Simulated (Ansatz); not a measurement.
Zr2Se4⁻. Charge -1, multiplicity 2. Geometry PBE-D4/def2-SVP, that of the neutral singlet; atoms count from 1.

| atom | x (Å) | y (Å) | z (Å) |
| --- | --- | --- | --- |
| Zr1 | -0.374 | -0.094 | 0.808 |
| Zr2 | 0.852 | 0.214 | -1.801 |
| Se3 | -0.139 | -1.976 | -1.093 |
| Se4 | -1.110 | 1.617 | -1.126 |
| Se5 | -1.408 | -0.354 | 2.922 |
| Se6 | 2.178 | 0.594 | 0.289 |

In the def2 sets Zr takes a core potential; there is no spin–orbit coupling. The structure comes from a short search, and lower isomers may exist.

Estimate the Mulliken populations from the PBE0/def2-TZVPD orbitals of Ansatz.


```tsv
atom	charge (e)	spin (α − β)	d electrons
Zr1	0.85	0.13	2.12
Zr2	0.66	0.95	2.46
Se3	-0.59	-0.04	–
Se4	-0.59	-0.04	–
Se5	-0.74	0.04	–
Se6	-0.60	-0.04	–
```
Mulliken values depend strongly on the basis. With diffuse functions, as here, like atoms can get unlike values, and bond orders can come out too low or too high.

Where does the spin sit?

Summed by element: Zr 1.08, Se -0.08, of 1 unpaired in all. Largest on single atoms: Zr2 0.95, Zr1 0.13, Se6 -0.04.

And the Mayer bond orders between heavy atoms (over 0.3)?

Zr1–Zr2 0.52 (2.90 Å); Zr1–Se3 0.83 (2.69 Å); Zr1–Se4 0.83 (2.69 Å); Zr1–Se5 1.79 (2.37 Å); Zr1–Se6 0.82 (2.69 Å); Zr2–Se3 1.17 (2.51 Å); Zr2–Se4 1.17 (2.51 Å); Zr2–Se6 1.17 (2.50 Å).
